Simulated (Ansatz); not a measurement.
The cluster Ge₂S₄⁻, relaxed as a doublet with UKS PBE-D4/def2-SVPD in Ansatz, starting from the GFN2-xTB geometry. Force threshold 0.02 eV/Å.

The relaxation made no stability test and no search for a lower SCF solution. The structure comes from a short search, and lower isomers may exist.

Start:

```tsv
atom	x (Å)	y (Å)	z (Å)
Ge1	-0.2957	0.8480	-0.9959
Ge2	-0.2844	-1.3676	1.2282
S3	1.5250	-1.5586	2.3311
S4	-0.1749	2.3400	-2.4428
S5	0.1904	-1.2848	-1.2136
S6	-0.9603	1.0230	1.0930
```

```csv
step,energy (eV),largest force component (eV/Å),SCF passes
1,-156322.5146,0.528,21
2,-156322.5524,0.135,27
3,-156322.5626,0.079,22
4,-156322.5735,0.184,23
5,-156322.5771,0.256,26
6,-156322.5884,0.085,23
7,-156322.5896,0.033,21
8,-156322.5899,0.026,21
9 (rejected),-156322.5899,0.017,25
10,-156322.5900,0.008,16
```

Force components are those of the run's own axes.

End:

Cartesian coordinates in Å:
```
Ge -0.2993 0.9003 -1.0539
Ge -0.1997 -1.2701 1.1755
S 1.3269 -1.8657 2.5377
S -0.4833 2.3156 -2.5673
S 0.3972 -1.1828 -1.1840
S -0.7418 1.1028 1.0920
```

By distances, no bond broke or formed. The bond that changes most is Ge2–S5, from 2.49 to 2.44 Å (atoms count from 1).

The force fell under the threshold at step 9, but the optimiser went on. No frequencies were taken in this run, so the end may be a saddle point.

Hardware: 4 threads of Arm Neoverse V2 on a shared host. Wall time 36 s.
